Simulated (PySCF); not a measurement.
An equivalent PySCF input for Te³⁺ (tellurium, charge +3), [Kr] 4d10 5s2 5p1, 2P determinant, with scalar relativity through the core potential:

```python
from pyscf import gto, scf, dft, mp, cc
import basis_set_exchange as bse
txt = bse.get_basis("def2-SVP", elements=["Te"], fmt="nwchem", header=False)
cut = txt.index("\nECP")
mol = gto.M(atom="Te 0 0 0", charge=3, spin=1, symmetry="D2h",
            basis=gto.basis.parse(txt[:cut]),
            ecp={"Te": gto.basis.parse_ecp(txt[cut:])})
mf = scf.UHF(mol)
mf.irrep_nelec = {'Ag': (4, 4), 'B1g': (1, 1), 'B2g': (1, 1), 'B3g': (1, 1), 'B1u': (1, 1), 'B2u': (2, 1), 'B3u': (1, 1)}
mf.kernel()
```

It reaches the same state as the run whose output follows, and the same energy. The run itself started from symmetry-adapted Hartree-Fock orbitals and held the occupation by maximum overlap, so the iterations belong to that start.

```
SCF conv_tol = 1e-09
number electrons alpha = 11  beta = 10
cycle= 1 E= -265.049430912285  delta_E= -0.00292  |g|= 0.017  |ddm|= 0.0841
cycle= 2 E= -265.049713425945  delta_E= -0.000283  |g|= 0.00534  |ddm|= 0.0262
cycle= 3 E= -265.0497444525  delta_E= -3.1e-05  |g|= 0.000108  |ddm|= 0.0121
cycle= 4 E= -265.049744463826  delta_E= -1.13e-08  |g|= 1.11e-05  |ddm|= 0.00034
cycle= 5 E= -265.049744463967  delta_E= -1.41e-10  |g|= 1.12e-06  |ddm|= 5.3e-05
converged SCF energy = -265.049744463967  <S^2> = 0.75706898  2S+1 = 2.0070565
```

Energies and moments cover only the electrons outside the core potential.
